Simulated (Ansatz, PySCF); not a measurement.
C₃H₅ClOSi, SMILES C#CC[Si@@H](O)Cl.

Coordinates come from a B3LYP-D3(BJ)/def2-SVP optimisation. The structure was generated by enumeration; whether it is a known compound was not checked. The values are those of a single conformer.

Vertical ionisation energy (IE) and electron affinity (EA) in eV. Rows of orbital energies are one-electron estimates. Where ΔSCF, EOM or ADC give a negative EA the extra electron is unbound and the value depends on the basis.

| level | IE | EA |
|---|---|---|
| −ε(HOMO), −ε(LUMO), M06-2X/def2-TZVP (PySCF) | 8.79 | -1.01 |
| −ε(HOMO), −ε(LUMO), PBE/def2-TZVP (PySCF) | 6.36 | 0.62 |
| ΔSCF, ωB97X-V/def2-SVPD (Ansatz), final states of multiplicity 2 and 2 | 9.93 | -1.43 |
| ΔSCF, PBE/def2-SVPD (Ansatz), final states of multiplicity 2 and 2 | 9.34 | -0.97 |

**Question.** What vertical singlet–triplet gap does ΔSCF give with ωB97X-V/def2-SVPD (Ansatz, a quantum-chemistry and plane-wave program) and with PBE/def2-SVPD (Ansatz)? (The exact figures need the calculation; the answer reports its results.)

**Answer.** 5.72 and 5.36 eV (triplet above singlet where positive).
